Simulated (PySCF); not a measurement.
**A search over the determinants of GeH⁺**

Unrestricted PBE0; Ge cc-pVDZ-PP with ECP10, H cc-pVDZ; scalar-relativistic core potentials (PySCF 2.14). Outer shells of the fragments: Ge+ 3d10 4s2 4p1; H 1s1.

Followed along the bond (rough minima from three points):

```json
{"2Ms+1": "1", "unpaired": "none", "⟨S²⟩ at the start": "0.00", "R at minimum (Å)": "1.60", "Te (eV)": "0.00"}
{"2Ms+1": "3", "unpaired": "σ ↑, π ↑", "⟨S²⟩ at the start": "2.01", "R at minimum (Å)": "none in the scan", "Te (eV)": "≤ 2.25"}
```

Solutions found at the starting distance of 1.580 Å, counted from the lowest of them; the search is not exhaustive and high or unbound solutions are not listed, so other states can lie among these:

```
2Ms+1  unpaired   term  E (eV)  ⟨S²⟩  ⟨Lz²⟩  μ (D)
    1      none    ¹Σ⁺    0.00  0.00   0.00   0.40
    3  σ ↑, π ↑     ³Π    2.29  2.01   1.00   0.92
    1  σ ↑, π ↓  mixed    2.65  1.02   1.00   1.06
    3      π ↑↑    ³Σ⁻    6.66  2.13   0.00   1.25
    3      σ ↑↑    ³Σ⁺    7.06  2.00   0.00   0.82
    1      π ↑↓  mixed    7.25  1.00   2.01   1.26
    1      none  mixed    8.29  0.00   2.00   1.26
```

A term symbol is given only where ⟨S²⟩ and ⟨Lz²⟩ are close to those of a pure state; real π, δ and φ orbitals otherwise mix terms. A positive dipole points towards H; it is taken about the centre of mass and depends on that origin.

Counting both spins, an empty level lies below a filled one in some of these solutions, because spin and occupation are held.
